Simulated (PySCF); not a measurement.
**KBr: from constants to spectrum**

RHF-CCSD(T) constants of KBr, ¹Σ⁺ (singlet), closed shell (K x2c-SVPall, Br x2c-SVPall; spin-free X2C with a Gaussian nucleus (PySCF 2.14); masses 38.9637 and 78.9183 u):

* ωe: 220.9 cm⁻¹
* ωexe: 0.787 cm⁻¹
* Be: 0.07889 cm⁻¹
* αe: 0.000414 cm⁻¹
* D (centrifugal): 4.03e-08 cm⁻¹
* De to K + Br: 3.49 eV

**Question.** Give the band origin of the fundamental and the first lines of its P and R branches.

**Answer.** ν0 = ωe − 2ωexe = 219.3 cm⁻¹, B0 = 0.078683, B1 = 0.078269 cm⁻¹.

```json
{"J″": "0", "P(J″) − ν0": "", "R(J″) − ν0": "0.157"}
{"J″": "1", "P(J″) − ν0": "-0.157", "R(J″) − ν0": "0.312"}
{"J″": "2", "P(J″) − ν0": "-0.316", "R(J″) − ν0": "0.467"}
{"J″": "3", "P(J″) − ν0": "-0.475", "R(J″) − ν0": "0.621"}
{"J″": "4", "P(J″) − ν0": "-0.634", "R(J″) − ν0": "0.774"}
{"J″": "5", "P(J″) − ν0": "-0.795", "R(J″) − ν0": "0.927"}
{"J″": "6", "P(J″) − ν0": "-0.957", "R(J″) − ν0": "1.078"}
```

**Question.** Near which J would the R branch turn back, without centrifugal distortion?

**Answer.** At J ≈ (B0 + B1)/(2(B0 − B1)) − 1 ≈ 190.

Correlated steps freeze 14 core orbitals. Correlated levels converge slowly with the basis: in double zeta they bind strong bonds too weakly, by up to about 1 eV, and carry superposition errors of some tenths. Where the molecule has an RHF reference, its open-shell atoms are computed with UHF.
